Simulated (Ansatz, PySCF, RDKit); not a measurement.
Noncovalent pair: HCl (SMILES Cl) (first 2 atoms) with C2H2 (SMILES C#C); geometry from B3LYP-D3(BJ)/def2-TZVP, rigid monomers moved along the line of their centres of mass till H2···C4 is 2.74 Å.
(charge 0, multiplicity 1):
```xyz
6

Cl    -0.118     0.538    -0.467
H     -0.124     0.344     0.811
C     -0.553    -0.473     3.389
C      0.293     0.365     3.516
H     -1.304    -1.218     3.280
H      1.045     1.108     3.633
```

Interaction energies are E(AB) − E(A) − E(B) at the monomers' geometry in the complex; basis-set methods are counterpoise corrected. Rows marked so take none. RDKit's UFF carries no charges.

Rows in 3-21G, 6-31G* carry no dispersion term and start afresh at each structure (6-31G* with six Cartesian d functions).

Programs: Ansatz (Gaussian orbitals); PySCF for 3-21G rows, 6-31G* rows, the dispersion terms; RDKit for the force fields. Values without a source in brackets are computed.

Task: One of these levels gives -132.1 meV for the interaction energy. Which one is it?
A. HF/6-31G*
B. PBE-D4/def2-TZVPPD
C. UFF
D. HF/3-21G (no counterpoise)

Result: B, PBE-D4/def2-TZVPPD. The others give 4.4 (UFF), -113.8 (HF/3-21G (no counterpoise)), -78.0 (HF/6-31G*)

Ansatz is an electronic-structure program.
